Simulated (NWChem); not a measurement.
Everything below was run with NWChem. System: C2H5BClN, charge 0, spin multiplicity 1, at a geometry optimised with B3LYP/def2-SVP. The structure started from a generated list of species. Level: BHandHLYP/def2-TZVP.

Input file:

```
start mol
memory heap 200 mb stack 800 mb global 1000 mb
geometry units angstroms nocenter noautoz noautosym
  B      0.952484    -1.007159    -0.141680
  H      1.433873    -1.460648     0.878827
  H      1.747833    -0.886097    -1.053664
  Cl    -0.616771    -1.876381    -0.655065
  C     -0.229294     2.876506     0.807859
  C      0.200655     1.526039     0.488145
  N      0.534566     0.456462     0.224875
  H     -1.327515     2.934359     0.757977
  H      0.200613     3.589348     0.087815
  H      0.097756     3.146805     1.823398
end
basis spherical
  * library def2-tzvp
end
dft
  xc bhlyp
  semidirect memsize 60000000 filesize 0
  iterations 100
end
task dft energy
```

NWChem printed:

```
             Northwest Computational Chemistry Package (NWChem) 7.3.0
             --------------------------------------------------------

                                NWChem Input Module
                                -------------------

 Scaling coordinates for geometry "geometry" by  1.889725989
 (inverse scale =  0.529177249)

                             Geometry "geometry" -> ""
                             -------------------------

 Output coordinates in angstroms (scale by  1.889725989 to convert to a.u.)

  No.       Tag          Charge          X              Y              Z
 ---- ---------------- ---------- -------------- -------------- --------------
    1 B                    5.0000     0.95248400    -1.00715900    -0.14168000
    2 H                    1.0000     1.43387300    -1.46064800     0.87882700
    3 H                    1.0000     1.74783300    -0.88609700    -1.05366400
    4 Cl                  17.0000    -0.61677100    -1.87638100    -0.65506500
    5 C                    6.0000    -0.22929400     2.87650600     0.80785900
    6 C                    6.0000     0.20065500     1.52603900     0.48814500
    7 N                    7.0000     0.53456600     0.45646200     0.22487500
    8 H                    1.0000    -1.32751500     2.93435900     0.75797700
    9 H                    1.0000     0.20061300     3.58934800     0.08781500
   10 H                    1.0000     0.09775600     3.14680500     1.82339800

 Effective nuclear repulsion energy (a.u.)     178.0751863757

            Nuclear Dipole moment (a.u.)
            ----------------------------
        X                 Y               Z
 ---------------- ---------------- ----------------
     0.0000018897    -0.0000018897    -0.0000056692


 Summary of "ao basis" -> "" (spherical)
 ------------------------------------------------------------------------------
       Tag                 Description            Shells   Functions and Types
 ---------------- ------------------------------  ------  ---------------------
 *                         def2-tzvp                  on all atoms
[...]
 Vector   23  Occ=2.000000D+00  E=-2.999391D-01
              MO Center=  3.3D-02, -1.6D+00, -4.5D-01, r^2= 2.8D+00
   Bfn.  Coefficient  Atom+Function         Bfn.  Coefficient  Atom+Function
  ----- ------------  ---------------      ----- ------------  ---------------
    60      0.419439   4 Cl pz               63      0.314902   4 Cl pz
    57      0.208163   4 Cl pz               51     -0.163146   4 Cl pz
    34     -0.162321   2 H  s                40      0.162278   3 H  s
     8     -0.155380   1 B  pz               33     -0.128544   2 H  s
    39      0.128588   3 H  s                59     -0.124712   4 Cl py

 Vector   24  Occ=0.000000D+00  E= 3.853679D-03
              MO Center=  1.4D-01,  1.3D+00,  4.4D-01, r^2= 3.6D+00
   Bfn.  Coefficient  Atom+Function         Bfn.  Coefficient  Atom+Function
  ----- ------------  ---------------      ----- ------------  ---------------
   176      0.733109   8 H  s               123      0.471529   6 C  px
   188     -0.417436  10 H  s               154     -0.366772   7 N  px
    92      0.306613   5 C  px              120      0.303809   6 C  px
   117      0.287937   6 C  px              182     -0.284792   9 H  s
   148     -0.260359   7 N  px              151     -0.233875   7 N  px

 Vector   25  Occ=0.000000D+00  E= 9.787830D-03
              MO Center=  3.1D-01,  1.5D+00,  4.6D-01, r^2= 3.4D+00
   Bfn.  Coefficient  Atom+Function         Bfn.  Coefficient  Atom+Function
  ----- ------------  ---------------      ----- ------------  ---------------
   182      0.799110   9 H  s               188     -0.554674  10 H  s
   125      0.471956   6 C  pz              156     -0.448394   7 N  pz
    94      0.357387   5 C  pz              122      0.293637   6 C  pz
    85     -0.288045   5 C  s               119      0.282769   6 C  pz
   150     -0.274318   7 N  pz              153     -0.249713   7 N  pz

 Vector   26  Occ=0.000000D+00  E= 1.935301D-02
              MO Center= -1.4D-01,  2.8D+00,  8.2D-01, r^2= 6.2D+00
   Bfn.  Coefficient  Atom+Function         Bfn.  Coefficient  Atom+Function
  ----- ------------  ---------------      ----- ------------  ---------------
    85      5.567784   5 C  s               116     -3.093421   6 C  s
   188     -1.660238  10 H  s               182     -1.568759   9 H  s
   176     -1.545554   8 H  s               147      0.994333   7 N  s
   115     -0.820506   6 C  s               124     -0.725773   6 C  py
   155      0.721273   7 N  py                5     -0.621212   1 B  s

 center of mass
 --------------
 x =  -0.03757954 y =  -0.21439296 z =  -0.06902947

 moments of inertia (a.u.)
 ------------------
        1179.236960717930         -79.713422379872         -42.177994274756
         -79.713422379872         241.723967581815        -322.951268047596
         -42.177994274756        -322.951268047596        1189.972035991427

     Multipole analysis of the density
     ---------------------------------

     L   x y z        total         alpha         beta         nuclear
     -   - - -        -----         -----         ----         -------
     0   0 0 0     -0.000000    -23.000000    -23.000000     46.000000

     1   1 0 0     -0.200535     -0.100268     -0.100268      0.000002
     1   0 1 0      3.408877      1.704439      1.704439     -0.000002
     1   0 0 1      0.972993      0.486499      0.486499     -0.000006

     2   2 0 0    -29.744480    -51.446015    -51.446015     73.147551
     2   1 1 0     -0.989970    -14.698189    -14.698189     28.406408
     2   1 0 1     -0.461807     -9.372054     -9.372054     18.282301
     2   0 2 0    -21.561877   -304.175047   -304.175047    586.788218
     2   0 1 1      1.941460    -85.926224    -85.926224    173.793907
     2   0 0 2    -28.212428    -47.824767    -47.824767     67.437107

 Task  times  cpu:       77.9s     wall:       77.9s

 Total times  cpu:       78.0s     wall:       78.0s
```
